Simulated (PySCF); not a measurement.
NICS in one family of compounds.

Definitions: NICS(0) = −σiso at the ring centroid; NICS(1) = −σiso and NICS(1)zz = −σzz at ±1 Å along the ring normal z. Level: GIAO PBE0/pcSseg-1 (PySCF, non-relativistic, gas phase) on the GFN2-xTB geometries, one conformer each. Atom numbers follow the mapped SMILES.

Problem. Order these rings by mean NICS(1)zz, lowest (most negative) first (ppm).
A. ring C3–C4–N5–C7–P8 in `[CH3:1][CH2:2][c:3]1[cH:4][n:5]([CH3:6])[cH:7][p:8]1`
B. ring N2–C3–C4–P5–C6 in `[CH3:1][n:2]1[cH:3][cH:4][p:5][cH:6]1`
C. ring N2–C3–C4–P5–C6 in `[CH3:1][n:2]1[cH:3][cH:4][p:5][c:6]1[CH:7]1[CH2:8][CH2:9]1`

Solution. B (-29.0), A (-26.6), C (-25.4).

```json
{"SMILES": "Cn1ccpc1", "ring": "5-membered ring with N and P; formal bonds all aromatic", "NICS(0)": "-13.2", "NICS(1)": "-11.4", "NICS(1)zz": "-29.0", "HOMA": "0.86", "rms pucker (Å)": "0.00", "ring atoms with four or more neighbours": "0"}
{"SMILES": "CCc1cn(C)cp1", "ring": "5-membered ring with N and P; formal bonds all aromatic", "NICS(0)": "-12.5", "NICS(1)": "-10.9", "NICS(1)zz": "-26.6", "HOMA": "0.83", "rms pucker (Å)": "0.00", "ring atoms with four or more neighbours": "0"}
{"SMILES": "Cn1ccpc1C1CC1", "ring": "5-membered ring with N and P; formal bonds all aromatic", "NICS(0)": "-12.0", "NICS(1)": "-10.6", "NICS(1)zz": "-25.4", "HOMA": "0.83", "rms pucker (Å)": "0.00", "ring atoms with four or more neighbours": "0"}
```

NICS(0) gives the same order. The isotropic NICS(1) gives the same order. HOMA uses Krygowski's 1993 parameters. NICS(1) and NICS(1)zz are means over the two faces.
